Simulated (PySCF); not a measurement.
Input file for PySCF: R-M06-2X/6-31G* on BH3O3 (SMILES OB(O)O), a point of a torsion scan.

```python
from pyscf import gto, scf, dft, mp
from pyscf.data.elements import chemcore

mol = gto.M(
    atom='''
    O    -1.19238890   -0.67990072    0.33505789
    B    -0.21654091    0.27149462    0.42478646
    O    -0.01803045    0.94459640    1.58979910
    O     0.49054472    0.62804370   -0.67828513
    H    -1.66976723   -0.68821777   -0.49108882
    H    -0.55913424    0.63901782    2.31653509
    H     1.14351827    1.30760256   -0.51597853
    ''',
    basis='6-31g*',
    cart=True,
    charge=0, spin=0, verbose=3, max_memory=1800)
mf = dft.RKS(mol, xc='m062x')
mf.conv_tol = 1e-8
mf.max_cycle = 100
mf.kernel()
if not mf.converged:
    mf = mf.newton().run(mf.mo_coeff, mf.mo_occ)
```

Question: Predict the final total energy.

Answer: -252.3747 hartree.
